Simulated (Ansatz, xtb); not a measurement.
Two isomers of C5H3FO2S

We compare X, `C=Cc1sc(=O)oc1F`, a singlet, with Y, `O=C1OC(=S)C=C1CF`, a singlet. Both are isolated molecules in the gas phase, relaxed with PBE0-D3(BJ)/def2-SVP; the shapes shown needn't be the lowest conformers.

X (Å):

| atom | x (Å) | y (Å) | z (Å) |
| --- | --- | --- | --- |
| C | 1.0676 | -0.7520 | 1.9373 |
| C | 0.7993 | -0.2955 | 0.7075 |
| C | 1.5024 | -0.6771 | -0.4964 |
| C | 2.9893 | -1.6191 | -2.3072 |
| C | 1.2719 | -0.2484 | -1.7512 |
| F | 0.3674 | 0.6004 | -2.1475 |
| O | 3.7585 | -2.1440 | -3.0399 |
| O | 2.0365 | -0.7216 | -2.7434 |
| S | 2.8474 | -1.8212 | -0.5478 |
| H | 0.4898 | -0.4148 | 2.7995 |
| H | 1.8688 | -1.4737 | 2.1236 |
| H | -0.0097 | 0.4263 | 0.5567 |

Y (Å):

```xyz
12

C    -0.4383    0.9403    1.7452
C    -0.5950   -1.2834    1.5506
C    -0.0584   -0.7712    0.2886
C     0.0410    0.5647    0.3919
C     0.5212    1.5647   -0.5903
F     0.9024    0.9574   -1.7488
O    -0.5223    2.0123    2.2559
O    -0.8046   -0.2272    2.3846
S    -0.9122   -2.8124    1.9639
H     0.1985   -1.4085   -0.5549
H    -0.2791    2.2976   -0.7992
H     1.3729    2.1264   -0.1658
```

Energies in hartree; the thermal terms are from GFN2-xTB frequencies at re-optimised GFN2-xTB minima (ideal gas, soft modes damped towards free rotors, one conformer each, 298.15 K, 1 atm) and include the zero-point energy:

|  | X | Y |
| --- | --- | --- |
| E, CCSD(T)/def2-SVP | −838.664140 | −838.679549 |
| E, MP2/def2-SVP | −838.574904 | −838.590028 |
| E, MP2/def2-TZVPP | −839.577449 | −839.590217 |
| zero-point energy | 0.069886 | 0.070684 |
| H(298 K) − E | 0.079118 | 0.079752 |
| G(298 K) − E | 0.036378 | 0.036570 |

Q: Correct the CCSD(T) difference for the basis set by the MP2 change, then work out ΔE, ΔE₀, ΔH and ΔG for X → Y in kcal/mol (1 Eh = 627.51 kcal/mol) and the equilibrium ratio [Y]/[X].

A: 1. Differences Y − X: CCSD(T) −0.015409, MP2 in the small set −0.015124, MP2 in the large set −0.012768 Eh.
2. ΔE = −0.015409 + (−0.012768 − (−0.015124)) = −0.013053 Eh = −8.19 kcal/mol.
3. ΔE₀ = ΔE + ΔZPE = −0.013053 + (+0.000798) Eh = −7.69 kcal/mol.
4. ΔH = ΔE + (+0.000634) Eh = −7.79 kcal/mol.
5. ΔG = ΔE + (+0.000192) Eh = −8.07 kcal/mol, so ΔS = (ΔH − ΔG)/T = +3.9 J/(mol K).
6. kT = 0.9442 mEh, so K = [Y]/[X] = exp(−ΔG/kT) = exp(+13.62) ≈ 8.2 × 10^5.

Structure Y is favoured at this temperature. An error of 1 kcal/mol in ΔG would change K by a factor of 5.4. HF/STO-3G gave ΔE the other sign. Mirror images and further conformers aren't counted.

As drawn, Y has 1 C=S, 2 C–C in place of 1 C=C, 2 C–S.

Other levels gave ΔE = −1.4 (GFN2-xTB); +4.0 (HF/STO-3G, GFN2-xTB geometries); −7.5 (r2SCAN-D4/def2-SVP, GFN2-xTB geometries); −6.8 (PBE0-D3(BJ)/def2-SVP); −13.9 (HF/def2-SVP); −9.5 (MP2/def2-SVP); −9.7 (CCSD(T)/def2-SVP) kcal/mol. The correlated steps freeze 13 core orbitals. Programs: Ansatz 0.2.0, xtb 6.7.1.
